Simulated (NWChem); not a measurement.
System: C3H7NSi; SMILES C=C1CN[SiH2]1

```xyz
12

C      0.3614    -2.1384     0.0000
C      0.0577    -0.8427     0.0000
C     -1.3110    -0.1612     0.0000
N     -0.8301     1.2179     0.0000
Si     0.8652     0.8596     0.0000
H      1.3993    -2.4850     0.0000
H     -0.4131    -2.9155     0.0000
H     -1.9107    -0.4287     0.8935
H     -1.9107    -0.4287    -0.8935
H     -1.4526     2.0115     0.0000
H      1.6684     1.2698    -1.1989
H      1.6684     1.2698     1.1989
```
Atoms are numbered in this order, from 1.

All runs: NWChem. Pople sets run with spherical d functions. Coordinates come from a PBE0/def2-SVP optimisation. No frequency run checked for a minimum. Vertical excitations in the gas phase.

Task: Predict the results for PBE/6-31+G*, TDA. Quantities: lowest excitation, singlet (eV); oscillator strength of that lowest state; orbital gap (eV).

Result: 
- lowest excitation, singlet (eV) = 4.22
- oscillator strength of that lowest state = 0.004
- orbital gap (eV) = 3.99
